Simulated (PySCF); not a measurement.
## Steps of a relaxation of YbF3(NH3)

YbF3(NH3) (singlet in the valence; each metal's 4f electrons, 13 of them, lie in its core potential, out of spins and levels). PySCF 2.14.0, RKS BP86, Yb lcecp-1-SVP with ECP59, F def2-SVP, N def2-SVP, H def2-SVP; non-relativistic Hamiltonian with scalar-relativistic core potentials where named; density fitting; no spin-orbit coupling. Origin of the start: template. Columns: position (Å) and force (eV/Å). Energies are counted from the last step; some of the 8 steps are shown. Forces carry noise of the integration grid, about 0.01 to 0.03 eV/Å.

Run from Python with OMP_NUM_THREADS=2. Where DIIS fails, smearing, a level shift and second-order steps follow.
It took 35 s on 2 threads of Arm Neoverse V1 (shared host), from the converged density of the start.

```xyz
8
step 0  E = 0.236 eV
Yb    0.0098   -0.0098    0.0098     1.14   -1.14    1.14
F     1.1903    1.1707    1.1903    -0.74   -0.42   -0.74
F    -1.1707   -1.1903    1.1903     0.42    0.74   -0.74
F     1.1903   -1.1903   -1.1707    -0.74    0.74    0.42
N    -1.4090    1.4090   -1.4090     0.26   -0.26    0.26
H    -2.0222    2.0222   -0.8720    -0.33    0.33    0.31
H    -0.8720    2.0222   -2.0222     0.31    0.33   -0.33
H    -2.0222    0.8720   -2.0222    -0.33   -0.31   -0.33
```

```xyz
8
step 2  E = 0.050 eV
Yb    0.0466   -0.0466    0.0466     0.17   -0.17    0.17
F     1.1359    1.2009    1.1359     0.04    0.25    0.04
F    -1.2009   -1.1359    1.1359    -0.25   -0.04    0.04
F     1.1359   -1.1359   -1.2009     0.04   -0.04   -0.25
N    -1.3818    1.3818   -1.3818    -0.05    0.05   -0.05
H    -2.0029    2.0029   -0.8358     0.04   -0.04   -0.04
H    -0.8358    2.0029   -2.0029    -0.04   -0.04    0.04
H    -2.0029    0.8358   -2.0029     0.04    0.04    0.04
```

```xyz
8
step 5  E = 0.003 eV
Yb    0.0870   -0.0870    0.0870    -0.07    0.07   -0.07
F     1.0962    1.3100    1.0962    -0.01   -0.01   -0.01
F    -1.3100   -1.0962    1.0962     0.01    0.01   -0.01
F     1.0962   -1.0962   -1.3100    -0.01    0.01    0.01
N    -1.3450    1.3450   -1.3450     0.03   -0.03    0.03
H    -1.9653    1.9653   -0.7998     0.02   -0.02    0.01
H    -0.7998    1.9653   -1.9653     0.01   -0.02    0.02
H    -1.9653    0.7998   -1.9653     0.02   -0.01    0.02
```

Question: Where does the relaxation end?

Answer: It converges at step 7 in C3v:
```xyz
8
step 7  E = 0
Yb    0.0816   -0.0816    0.0816
F     1.0801    1.3307    1.0801
F    -1.3307   -1.0801    1.0801
F     1.0801   -1.0801   -1.3307
N    -1.3331    1.3331   -1.3331
H    -1.9505    1.9505   -0.7828
H    -0.7828    1.9505   -1.9505
H    -1.9505    0.7828   -1.9505
```

Question: How did the contacts change?

Answer: 
| contact | start (Å) | end (Å) |
| --- | --- | --- |
| Yb1–F2 (F) | 2.045 | 1.997 |
| Yb1–F3 (F) | 2.045 | 1.997 |
| Yb1–F4 (F) | 2.045 | 1.997 |
| Yb1–N5 (NH3) | 2.457 | 2.450 |


An lcecp potential fixes the number of 4f electrons, so in runs with it no electron can move into or out of that shell.
